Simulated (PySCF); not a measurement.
# Radial density of Mg⁺ (magnesium, charge +1)

UHF, [Ne] 3s1, 2S determinant. Computed with PySCF 2.14 in jorge-DZP-DKH, with the spin-free X2C one-electron Hamiltonian (Gaussian nucleus).

```json
{"r (bohr)": "0.00263", "4πr²ρ (e/bohr)": "0.09861", "4πr²(ρα − ρβ)": "0.0002"}
{"r (bohr)": "0.00443", "4πr²ρ (e/bohr)": "0.2638", "4πr²(ρα − ρβ)": "0.0005"}
{"r (bohr)": "0.00744", "4πr²ρ (e/bohr)": "0.6730", "4πr²(ρα − ρβ)": "0.0013"}
{"r (bohr)": "0.0125", "4πr²ρ (e/bohr)": "1.654", "4πr²(ρα − ρβ)": "0.0031"}
{"r (bohr)": "0.0211", "4πr²ρ (e/bohr)": "3.763", "4πr²(ρα − ρβ)": "0.0069"}
{"r (bohr)": "0.0354", "4πr²ρ (e/bohr)": "7.498", "4πr²(ρα − ρβ)": "0.0131"}
{"r (bohr)": "0.0596", "4πr²ρ (e/bohr)": "11.90", "4πr²(ρα − ρβ)": "0.0184"}
{"r (bohr)": "0.100", "4πr²ρ (e/bohr)": "13.11", "4πr²(ρα − ρβ)": "0.0127"}
{"r (bohr)": "0.169", "4πr²ρ (e/bohr)": "9.090", "4πr²(ρα − ρβ)": "-0.0033"}
{"r (bohr)": "0.284", "4πr²ρ (e/bohr)": "7.808", "4πr²(ρα − ρβ)": "0.0189"}
{"r (bohr)": "0.477", "4πr²ρ (e/bohr)": "11.10", "4πr²(ρα − ρβ)": "0.0598"}
{"r (bohr)": "0.802", "4πr²ρ (e/bohr)": "7.310", "4πr²(ρα − ρβ)": "0.0014"}
{"r (bohr)": "1.35", "4πr²ρ (e/bohr)": "1.509", "4πr²(ρα − ρβ)": "0.1309"}
{"r (bohr)": "2.27", "4πr²ρ (e/bohr)": "0.4387", "4πr²(ρα − ρβ)": "0.3968"}
{"r (bohr)": "3.82", "4πr²ρ (e/bohr)": "0.2021", "4πr²(ρα − ρβ)": "0.2021"}
{"r (bohr)": "6.42", "4πr²ρ (e/bohr)": "0.006308", "4πr²(ρα − ρβ)": "0.0063"}
```

Densities and radii are taken from the X2C orbitals without a picture-change correction, which distorts them close to the nucleus.

Problem. Where is the radial spin density 4πr²(ρα − ρβ) most negative, and why is it negative at all?

Solution. Around r = 0.169 bohr, down to -0.0033 e/bohr: exchange with the open shell polarises the paired shells in an unrestricted calculation.
